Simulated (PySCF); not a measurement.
This script is equivalent to a calculation on As³⁺ (arsenic, charge +3).

```python
from pyscf import gto, scf, dft, mp, cc
import basis_set_exchange as bse
mol = gto.M(atom="As 0 0 0", charge=3, spin=0, symmetry="D2h",
            basis=gto.basis.parse(bse.get_basis("cc-pVDZ-DK", elements=["As"], fmt="nwchem", header=False)),
            nucmod="G")
mf = dft.UKS(mol, xc="TPSS").sfx2c1e()
mf.irrep_nelec = {'Ag': (6, 6), 'B1g': (1, 1), 'B2g': (1, 1), 'B3g': (1, 1), 'B1u': (2, 2), 'B2u': (2, 2), 'B3u': (2, 2)}
mf.kernel()
```

(1) What total energy does it give?

(2) Which occupied shell lies highest, and where?

## Answers

(1) -2258.482 hartree (calculated).

(2) 4s, at -44.436 eV.
